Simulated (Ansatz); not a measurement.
Mulliken charges of C$_{2}$HCl$_{3}$Zr, SMILES `C#[C][Zr]([Cl])([Cl])[Cl]` from r2SCAN/def2-TZVPP in Ansatz (PBE0-D4/def2-TZVP geometry).

```json
{"atom": "C1", "x (Å)": "1.849", "y (Å)": "-1.264", "z (Å)": "0.254", "charge (e)": "-0.315"}
{"atom": "C2", "x (Å)": "0.852", "y (Å)": "-0.582", "z (Å)": "0.117", "charge (e)": "-0.324"}
{"atom": "Zr3", "x (Å)": "-0.912", "y (Å)": "0.624", "z (Å)": "-0.125", "charge (e)": "1.194"}
{"atom": "Cl4", "x (Å)": "-2.675", "y (Å)": "-0.778", "z (Å)": "-0.681", "charge (e)": "-0.255"}
{"atom": "Cl5", "x (Å)": "-0.513", "y (Å)": "2.154", "z (Å)": "-1.822", "charge (e)": "-0.255"}
{"atom": "Cl6", "x (Å)": "-1.326", "y (Å)": "1.710", "z (Å)": "1.882", "charge (e)": "-0.255"}
{"atom": "H7", "x (Å)": "2.724", "y (Å)": "-1.863", "z (Å)": "0.375", "charge (e)": "0.211"}
```

Task: By hand: the dipole of these point charges (1 e Å = 4.8032 D).

Result: Σ q r = (-0.222, 0.152, -0.030) e Å, of length 0.271 e Å = 1.30 D.

Task: How does the dipole of the full density compare? (Estimate.)

Result: Ansatz gave: (0.292, -0.200, 0.040) e Å, 1.71 D; the point charges give 0.76 times that, at 180° from its direction, so they point the opposite way.

Point charges leave out the atoms' own dipoles, such as those of lone pairs, and Mulliken's split depends on the basis, so the two needn't agree.
